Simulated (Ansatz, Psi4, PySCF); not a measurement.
ClK, charge +1, doublet, at a GFN2-xTB geometry (such geometries of metal compounds can be far from the true shape) (a state made from the parent by changing its charge; the spin is typed, not shown lowest). Base run: R2SCAN/def2-TZVP (PySCF).

Input for PySCF:
```python
from pyscf import gto, scf, dft

mol = gto.M(
    atom='''
K    -0.000000   -0.000000   -1.529491
Cl    0.000000    0.000000    1.709431
''',
    basis='def2-tzvp',
    charge=1,
    spin=1,
    verbose=4,
)

mf = dft.UKS(mol)
mf.xc = 'r2scan'
mf.kernel()
```

The same geometry, method and basis name were run in Ansatz (a quantum-chemistry and plane-wave program) and Psi4 and PySCF, at each program's defaults and at the settings that a row names. The base is PySCF at its defaults. Differences at the defaults can come from grids, fitting, cores and function types together.

```csv
code and settings,ΔE vs base (mEh),basis functions,E (Eh),SCF cycles
"PySCF, defaults (exact integrals, its default grid, spherical functions)",0.000,70,-1059.83825,8
"Psi4, defaults (density fitting with its default set, its default grid, spherical functions)",0.386,70,-1059.83786,8
"Ansatz, defaults (factorised integrals, its default grid, spherical functions)",0.020,70,-1059.83823,-
"PySCF, density fitting with def2-universal-jkfit",-0.035,70,-1059.83828,8
"PySCF, fine grid",-0.080,70,-1059.83833,8
"Psi4, exact integrals, spherical functions, fine grid",0.038,70,-1059.83821,11
"Ansatz, high accuracy",0.020,70,-1059.83823,-
```

Open shells are given as the SCF converged; they aren't shown to be the lowest states, and a large step between rows can be another state.
